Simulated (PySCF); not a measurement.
Computed IR spectrum (relative IR intensity) of a molecule C₄H₈OSi. Geometry: ωB97X-D3(BJ)/def2-SVP. Other conformers were not sampled. Method: ωB97X-D3(BJ)/def2-SVP (PySCF). Frequencies are harmonic and unscaled.

Lines under 2 % of the strongest are left out, and lines within 2 cm⁻¹ are merged.

```csv
ν (cm⁻¹),relative intensity
145,4.1
238,20
267,19
414,12
580,13
660,14
733,10
762,2.9
842,37
889,19
893,12
943,100
956,36
971,11
983,40
1068,11
1151,4.8
1249,2.5
1693,18
1767,3.5
2227,65
2279,50
3161,2.0
3168,3.0
3188,2.5
3936,28
```

Q: Identify the compound among the candidates.
A. C#C[Si](C)(C)O
B. C=C(C)C(=O)[SiH3]
C. C=C/C=C/[SiH2]O
D. C=C1C[C@H](O)[SiH2]1

A: C, C=C/C=C/[SiH2]O
